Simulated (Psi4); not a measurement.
HO, doublet, at a GFN2-xTB geometry. Base run: HF/pcseg-1 (Psi4).

Here is a job for Psi4.
```
memory 2 GB

molecule mol {
0 2
  O    -0.000000   -0.000000   -0.107036
  H     0.000000    0.000000    0.856289
}

set basis pcseg-1
set reference uhf
set stability_analysis check
set scf_type pk

energy('scf')
print_variables()
```

The bond that is stretched is that between atoms 2 and 1. A test that says stable can miss a lower solution.

Variants of this job, named by their change:

| change | ΔE vs base (mEh) | <S^2> | outcome |
|---|---|---|---|
| base | 0.000 | 0.755 | converged |
| stability_analysis = follow; reference = uhf | 0.000 | 0.755 | converged |
| bond × 1.25 | 37.541 | 0.771 | converged |
| stability_analysis = follow; reference = uhf; bond × 1.25 | 37.541 | 0.771 | converged |
| bond × 1.5 | - | - | not converged |
| stability_analysis = follow; reference = uhf; bond × 1.5 | - | - | not converged |
| bond × 1.8 | 168.1 | 0.761 | converged |
| stability_analysis = follow; reference = uhf; bond × 1.8 | 132.3 | 1.489 | converged |
| bond × 2.2 | 238.3 | 0.757 | converged |
| stability_analysis = follow; reference = uhf; bond × 2.2 | 105.4 | 1.695 | converged |
| bond × 3.0 | 326.1 | 0.755 | converged |
| stability_analysis = follow; reference = uhf; bond × 3.0 | 105.9 | 1.750 | converged |

Psi4 reported an instability in these rows: bond × 1.8; stability_analysis = follow; reference = uhf; bond × 1.8; bond × 2.2; stability_analysis = follow; reference = uhf; bond × 2.2; bond × 3.0; stability_analysis = follow; reference = uhf; bond × 3.0 (restricted rows aren't judged here).

On stretching, the SCF can end on different states; <S^2> shows the spin contamination of each.
